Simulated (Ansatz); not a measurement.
Computed with Ansatz on PBE0-D4/def2-TZVP structures; ΔE is electronic, products minus reactants. CCSD(T)/CBS is the MP2 limit (def2-TZVPP, def2-QZVPP) plus CCSD(T) − MP2 in def2-TZVPP, frozen cores. DFT in def2-TZVPP. B3LYP here is the variant with VWN-RPA as its local correlation; programs differ in this. HSE06 is defined as in plane-wave codes. For Ga outer-core shells are correlated without core-valence functions, which leaves a few kJ/mol of doubt a bond. Scalar relativity is left out up to krypton. One conformer a species, not always the lowest.

`C1[O][GaH][S]1` → `[OH][Ga]1[CH2][S]1`  (isomerisation)

| level | ΔE (kcal/mol) | difference from CCSD(T)/CBS |
| --- | --- | --- |
| LDA (SPW92) | 11.9 | 4.6 |
| PBE-D4 | 9.6 | 2.3 |
| revPBE-D4 | 10.2 | 2.9 |
| r2SCAN-D4 | 9.8 | 2.5 |
| B97M-V | 10.7 | 3.4 |
| PBE0-D4 | 9.9 | 2.6 |
| r2SCANh-D4 | 9.8 | 2.5 |
| r2SCAN0-D4 | 9.8 | 2.5 |
| HSE06-D4 | 9.9 | 2.6 |
| BHLYP-D4 | 11.0 | 3.7 |
| CAM-B3LYP-D4 | 11.0 | 3.7 |
| ωB97X-V | 11.0 | 3.7 |
| ωB97M-V | 9.8 | 2.5 |
| B2PLYP | 8.6 | 1.3 |
| PBE-QIDH | 9.0 | 1.7 |
| PBE | 9.1 | 1.8 |
| revPBE | 8.2 | 0.9 |
| BLYP | 8.8 | 1.5 |
| r2SCAN | 9.7 | 2.4 |
| PBE0 | 9.6 | 2.3 |
| B3LYP | 9.5 | 2.2 |
| r2SCANh | 9.7 | 2.4 |
| r2SCAN0 | 9.8 | 2.5 |
| HSE06 | 9.6 | 2.3 |
| BHLYP | 10.6 | 3.3 |
| CAM-B3LYP | 10.7 | 3.4 |
| LC-ωPBE | 10.3 | 3.0 |
| RPA@PBE/def2-TZVPP | 9.0 | 1.7 |
| HF/def2-SVP | 14.2 | 6.9 |
| CCSD/def2-SVP | 11.6 | 4.3 |
| CCSD(T)/def2-SVP | 11.5 | 4.2 |
| HF/def2-TZVPP | 11.8 | 4.5 |
| MP2/def2-TZVPP | 6.5 | -0.8 |
| SCS-MP2/def2-TZVPP | 7.7 | 0.4 |
| CCSD/def2-TZVPP | 8.5 | 1.2 |
| CCSD(T)/def2-TZVPP | 8.3 | 1.0 |
| MP2/def2-QZVPP | 6.0 | -1.3 |
| SCS-MP2/def2-QZVPP | 7.2 | -0.1 |
| HF/CBS(def2) | 11.9 | 4.6 |
| CCSD/CBS(def2) | 7.6 | 0.3 |
| CCSD(T)/CBS | 7.3 | 0 |

Q: What do rigid-rotor, harmonic-oscillator terms from PBE0-D4/def2-TZVP frequencies (298.15 K, 1 bar) make of the CCSD(T)/CBS value? (An estimate is asked.)

A: Ansatz gave: ΔZPE = +0.6 kcal/mol, ΔH = +8.5 kcal/mol, ΔS = 15 J/(mol·K), ΔG = +7.4 kcal/mol.

Largest T1 diagnostic among the species: 0.016.

The D4 term adds +0.7 kcal/mol with B3LYP and +0.3 kcal/mol with PBE0; it sums over pairs of atoms, weighted by their polarisabilities, and B3LYP, whose exchange is more repulsive, gets the larger term. At CCSD(T), def2-SVP lies +4.2 kcal/mol from the extrapolated value and def2-TZVPP +1.0 kcal/mol. Leaving LDA and LC-ωPBE aside and taking each functional with its dispersion term where it has one, the values spread over 2.4 kcal/mol, from B2PLYP to BHLYP-D4. LDA lies +2.7 kcal/mol from PBE without D4.
